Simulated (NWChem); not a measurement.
System: GeNH4Cl; SMILES [NH2][GeH2][Cl]

NWChem input:

```
start job
memory heap 200 mb stack 900 mb global 1100 mb
geometry units angstroms noautoz
  Ge     0.407016    -0.444851     0.051175
  N     -0.964438    -1.626905     0.181023
  Cl    -0.257139     1.596001    -0.359775
  H      1.286958    -0.854270    -1.133658
  H      1.129756    -0.394175     1.400561
  H     -1.603385    -1.470878     0.956146
  H     -1.503283    -1.766196    -0.669581
end
basis spherical
  * library def2-tzvp
end
dft
  xc b3lyp
  iterations 150
  mulliken
end
task dft energy
```

Excerpt of the output:

```
             Northwest Computational Chemistry Package (NWChem) 7.3.0
             --------------------------------------------------------

 CS  symmetry detected

                             Geometry "geometry" -> ""
                             -------------------------

 Output coordinates in angstroms (scale by  1.889725989 to convert to a.u.)

  No.       Tag          Charge          X              Y              Z
 ---- ---------------- ---------- -------------- -------------- --------------
    1 Ge                  32.0000     0.37907473    -0.41382590     0.00000000
    2 N                    7.0000    -1.01905177    -1.57151348     0.00000000
    3 Cl                  17.0000    -0.24326142     1.68087130     0.00000000
    4 H                    1.0000     1.17779921    -0.62150352    -1.29021938
    5 H                    1.0000     1.17779921    -0.62150352     1.29021938
    6 H                    1.0000    -1.60859162    -1.54439091     0.82768066
    7 H                    1.0000    -1.60859162    -1.54439091    -0.82768066

 Effective nuclear repulsion energy (a.u.)     274.0992781678

      Symmetry information
      --------------------

 Group name             Cs
 Group number              2
 Group order               2
 No. of unique centers     5

                                 NWChem DFT Module
                                 -----------------

 Summary of "ao basis" -> "ao basis" (spherical)
 ------------------------------------------------------------------------------
       Tag                 Description            Shells   Functions and Types
 ---------------- ------------------------------  ------  ---------------------
 Ge                        def2-tzvp                16       48   6s5p4d1f
 N                         def2-tzvp                11       31   5s3p2d1f
 Cl                        def2-tzvp                13       37   5s5p2d1f
 H                         def2-tzvp                 4        6   3s1p

      Symmetry analysis of basis
      --------------------------

        a'         90
        a"         50

            General Information
            -------------------
          SCF calculation type: DFT
          Wavefunction type:  closed shell.
          No. of atoms     :     7
          No. of electrons :    60
           Alpha electrons :    30
            Beta electrons :    30
          Charge           :     0
          Spin multiplicity:     1
          Use of symmetry is: on ; symmetry adaption is: on
          Maximum number of iterations: 150
          AO basis - number of functions:   140
                     number of shells:    56
          Convergence on energy requested:  1.00D-06
          Convergence on density requested:  1.00D-05
          Convergence on gradient requested:  5.00D-04

              XC Information
              --------------
                         B3LYP Method XC Potential
                     Hartree-Fock (Exact) Exchange  0.200
                        Slater Exchange Functional  0.800 local
                    Becke 1988 Exchange Functional  0.720 non-local
              Lee-Yang-Parr Correlation Functional  0.810
                  VWN I RPA Correlation Functional  0.190 local

             Grid Information
             ----------------
          Grid used for XC integration:  medium
          Radial quadrature: Mura-Knowles
          Angular quadrature: Lebedev.
          Tag              B.-S. Rad. Rad. Pts. Rad. Cut. Ang. Pts.
          ---              ---------- --------- --------- ---------
          Ge                  1.25      112           9.0       590
          N                   0.65       49          10.0       434
          Cl                  1.00       88          11.0       590
          H                   0.35       45          11.0       434
          Grid pruning is: on
          Number of quadrature shells:   339
          Spatial weights used:  Erf1

      Superposition of Atomic Density Guess
      -------------------------------------

 Sum of atomic energies:       -2591.09453957

      Non-variational initial energy
      ------------------------------

 Total energy =   -2592.041307
 1-e energy   =   -4152.218401
 2-e energy   =    1286.077816
 HOMO         =      -0.363914
 LUMO         =       0.039199

      Symmetry analysis of molecular orbitals - initial
      -------------------------------------------------

  Numbering of irreducible representations:

     1 a'          2 a"

  Orbital symmetries:

     1 a'          2 a'          3 a'          4 a"          5 a'
     6 a'          7 a'          8 a'          9 a'         10 a"
    11 a'         12 a'         13 a'         14 a"         15 a'
    16 a'         17 a"         18 a'         19 a"         20 a'
    21 a'         22 a'         23 a'         24 a"         25 a'
    26 a'         27 a"         28 a'         29 a"         30 a'
    31 a'         32 a'         33 a'         34 a'         35 a"
    36 a"         37 a'         38 a"         39 a"         40 a'

     ---------------------------------------------
      Total Density - Mulliken Population Analysis
     ---------------------------------------------

    Atom       Charge   Shell Charges
 -----------   ------   -------------------------------------------------------
    1 Ge  32    31.16   2.00  2.00  1.16  0.80  0.77  0.53  5.98  4.42  1.58  1.07  0.63  8.90  1.11  0.08  0.11  0.04
    2 N    7     7.94   0.82  1.16  0.58  0.83  0.17  1.61  1.90  0.86  0.00  0.01  0.00
    3 Cl  17    17.51   2.01  0.45  1.52  1.11  0.85  4.19  1.69  1.12  2.99  1.57  0.00  0.01  0.00
    4 H    1     1.01   0.22  0.54  0.25  0.01
    5 H    1     1.01   0.22  0.54  0.25  0.01
    6 H    1     0.68   0.22  0.34  0.08  0.04
    7 H    1     0.68   0.22  0.34  0.08  0.04

[...]
```

Level: B3LYP/def2-TZVP. Structure relaxed at the PBE0/def2-SVP level. B3LYP is NWChem's, with the RPA form of VWN correlation.
